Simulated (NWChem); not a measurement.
System: Cl$_{2}$ anion, doublet

Here is an NWChem input.

```
start job
memory heap 200 mb stack 700 mb global 900 mb
charge -1
geometry units angstroms
  Cl     0.044856    -0.024376    -1.283153
  Cl    -0.044856     0.024376     1.283153
end
basis spherical
  * library def2-svpd
end
dft
  odft
  mult 2
  xc b3lyp
  iterations 150
end
driver
  maxiter 120
end
task dft optimize
task dft freq
```

The level has its own optimisation; frequencies are unscaled.

Task: Give the results of this calculation. (B3LYP/def2-SVPD, spin-unrestricted.) Quantities: highest harmonic frequency (cm⁻¹); zero-point energy (kcal/mol).

Result: 
* **highest harmonic frequency (cm⁻¹)**: 213
* **zero-point energy (kcal/mol)**: 0.3
